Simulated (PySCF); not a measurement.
Computed IR spectrum (relative IR intensity) of a molecule C3H7NSi. Geometry: B3LYP-D3(BJ)/def2-SVP. Other conformers were not sampled. Level of theory: B3LYP-D3(BJ)/def2-SVP (PySCF). Frequencies are harmonic and unscaled.

Lines under 2 % of the strongest are left out, and lines within 2 cm⁻¹ are merged.

ν (cm⁻¹): 137 (vw), 206 (w), 297 (vw), 495 (w), 534 (w), 579 (vw), 639 (w), 717 (w), 778 (vs), 817 (m), 919 (m), 957 (s), 1030 (w), 1170 (vw), 1244 (w), 1384 (w), 1440 (w), 1444 (w), 1659 (m), 2193 (vs), 2203 (vs), 3021 (w), 3052 (m), 3094 (w), 3103 (w), 3127 (w) (against the strongest line: vs over 80 %, s over 45 %, m over 15 %, w over 4 %, vw less)

### Question
Pick the molecule that these values belong to.
A) C[C@@H]1N=C[SiH2]1
B) CC1=NC[SiH2]1
C) C=C=C(N)[SiH3]
D) C=C/N=C/[SiH3]

### Answer
B, CC1=NC[SiH2]1
